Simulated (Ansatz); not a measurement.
Geometry optimisation, DFT r2SCAN-D3(BJ), scalar-relativistic, plane waves, PAW (Ansatz 0.2.0).

The input (input.yaml):

```yaml
accuracy: low
crystal:
  lattice:
    - [6.701759, 0.0, 0.0]
    - [0.0, 6.701759, 0.0]
    - [0.0, 0.0, 6.701759]
  atoms:
    - { symbol: O, position: [0.2182839, 0.5250876, 0.3931497] }
    - { symbol: H, position: [0.2802015, 0.4588513, 0.5056936] }
    - { symbol: H, position: [0.1382092, 0.4217703, 0.3314995] }
    - { symbol: O, position: [0.0612476, 0.0620456, 0.8500787] }
    - { symbol: H, position: [-0.0464454, 0.1538422, 0.8207053] }
    - { symbol: H, position: [0.1241064, 0.0397192, 0.72187] }
    - { symbol: O, position: [0.6342634, 0.7267068, 0.5235267] }
    - { symbol: H, position: [0.696591, 0.7532164, 0.3958565] }
    - { symbol: H, position: [0.6285089, 0.5824584, 0.5303442] }
    - { symbol: O, position: [0.3313011, 0.0199278, 0.4818248] }
    - { symbol: H, position: [0.4048272, 0.1340015, 0.4321428] }
    - { symbol: H, position: [0.3741121, -0.0889293, 0.3969453] }
    - { symbol: O, position: [0.7152428, 0.2300537, 0.2188963] }
    - { symbol: H, position: [0.7689712, 0.151861, 0.1098717] }
    - { symbol: H, position: [0.721516, 0.14077, 0.3323699] }
    - { symbol: O, position: [0.4985189, 0.4766686, 1.0123476] }
    - { symbol: H, position: [0.512962, 0.5993278, 0.9372921] }
    - { symbol: H, position: [0.6127956, 0.3976558, 0.9725355] }
    - { symbol: O, position: [0.9290193, 0.507126, 0.9488527] }
    - { symbol: H, position: [1.0413869, 0.4659895, 0.8678064] }
    - { symbol: H, position: [0.8160226, 0.4978904, 0.8592222] }
    - { symbol: O, position: [0.7134456, 0.7677512, 0.0810268] }
    - { symbol: H, position: [0.6624469, 0.8458354, -0.0293778] }
    - { symbol: H, position: [0.8569801, 0.7758061, 0.0661896] }
    - { symbol: O, position: [0.5613932, 0.2328087, 0.7056143] }
    - { symbol: C, position: [0.5202108, 0.0755033, 0.7874951] }
    - { symbol: H, position: [0.5783309, -0.0690195, 0.7340101] }
    - { symbol: H, position: [0.4224277, 0.0685243, 0.91984] }
basis:
  ecutwfc: 500.0
kpoints:
  mp_grid: { grid: [1, 1, 1] }
hamiltonian:
  xc: r2scan
  dispersion: d3bj
scf:
  occupations: { method: fermi_dirac, width: 0.02 }
  lower_state_search: "off"
relax:
  f_tol: 0.3
  max_steps: 15
  adjacent_minimum: "off"
```

Run as:

```bash
$ ansatz run input.yaml --threads 1 --pin off --max-ram 3072MiB --backend cpu --events-out ev --progress --plain --runs-dir out
```

**Question.** Where does it end, and by what steps?

**Answer.** The forces met the threshold. The threshold is loose, so the end isn't yet a minimum. The force dipped under the threshold on the way, but the program's further checks kept it going. Limits of this set-up: coarse k mesh, low accuracy level. After 15 steps the energy has fallen by 3.651 eV; H21 moved furthest, 1.71 Å.

| step | energy less start (eV) | largest force component (eV/Å) | accepted |
| --- | --- | --- | --- |
| 0 | 0.0000 | 1.834 | yes |
| 1 | -0.8087 | 1.239 | yes |
| 2 | -1.0708 | 2.407 | yes |
| 3 | -1.7247 | 1.853 | yes |
| 4 | -2.1159 | 1.464 | yes |
| 5 | -2.4087 | 1.131 | yes |
| 6 | -2.6379 | 0.957 | yes |
| 7 | -2.8545 | 1.314 | yes |
| 8 | -3.0873 | 1.053 | yes |
| 9 | -3.2896 | 0.731 | yes |
| 10 | -3.4506 | 0.289 | yes |
| 11 | -3.4506 | 0.289 | yes |
| 12 | -3.0893 | 3.108 | no |
| 13 | -3.4699 | 0.778 | yes |
| 14 | -3.5577 | 0.342 | yes |
| 15 | -3.6507 | 0.239 | yes |

```xyz
28
Lattice="6.7018 0.0000 0.0000 0.0000 6.7018 0.0000 0.0000 0.0000 6.7018" Properties=species:S:1:pos:R:3
O 1.254 3.247 3.255
H 2.105 2.966 3.613
H 1.473 3.533 2.355
O -0.237 0.331 5.575
H -0.088 1.289 5.704
H 0.307 0.104 4.805
O 4.110 4.794 3.164
H 4.541 4.829 2.294
H 4.266 3.906 3.511
O 1.873 -0.142 3.399
H 2.184 0.367 2.633
H 2.378 -0.973 3.336
O 4.034 1.272 1.463
H 4.766 0.741 1.133
H 4.274 1.519 2.383
O 2.573 3.438 7.213
H 3.223 4.130 7.020
H 3.122 2.668 7.459
O 6.856 3.097 5.887
H 7.735 3.236 6.304
H 6.981 3.345 4.952
O 5.089 5.004 0.327
H 5.499 5.737 -0.160
H 5.642 4.253 0.035
O 3.938 1.971 4.045
C 3.758 0.980 4.741
H 4.140 -0.003 4.444
H 3.235 1.067 5.721
```

Whether the end is a true minimum wasn't checked by a vibrational analysis.

Time of the run: 3.6 min on 1 thread of Arm Neoverse V2, with other jobs on the host, peak memory 0.6 GiB.
